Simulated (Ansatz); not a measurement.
Conformers of ClH4O2Si2 (`O[SiH][SiH](O)Cl`) radical, each relaxed with PBE0-D4/def2-TZVP in Ansatz. CBS adds the triple-zeta coupled-cluster correction to the MP2 limit.

Not all of them had a frequency check.

Conformer A:

```xyz
9

O    -0.417   -0.683   -2.247
Si    0.831   -0.546   -1.168
Si    0.164    0.460    0.833
O    -1.147   -0.422    1.288
Cl    1.717    0.277    2.182
H    -1.228   -1.066   -1.905
H     1.903    0.201   -1.881
H    -0.178    1.908    0.846
H    -1.645   -0.129    2.054
```

Conformer B:

Cartesian coordinates in Å:
```
O -0.886 0.298 2.188
Si -0.651 -0.759 0.937
Si 0.580 0.353 -0.707
O 0.886 -0.796 -1.836
Cl 2.325 1.050 0.145
H -1.590 0.101 2.809
H -1.969 -1.267 0.434
H -0.035 1.554 -1.332
H 1.341 -0.533 -2.638
```

(1) Which is lowest in electronic energy at CCSD(T)/CBS (frozen core, def2 sets), and by how much? (Estimate.)

(2) Give the energies relative to A (kJ/mol) with PBE-D4/def2-TZVPP, B2PLYP/def2-TZVPP, PBE/def2-TZVPP, PBE0/def2-TZVPP, HF/def2-QZVPP, MP2/def2-QZVPP, HF/CBS(def2). (Best estimate.)

## Answers

(1) The calculation gave: A; B lies 4.5 kJ/mol higher.

(2) Computed: 
```csv
level,B
PBE-D4/def2-TZVPP,6.1
B2PLYP/def2-TZVPP,4.8
PBE/def2-TZVPP,6.2
PBE0/def2-TZVPP,5.1
HF/def2-QZVPP,2.0
MP2/def2-QZVPP,4.4
HF/CBS(def2),2.0
```
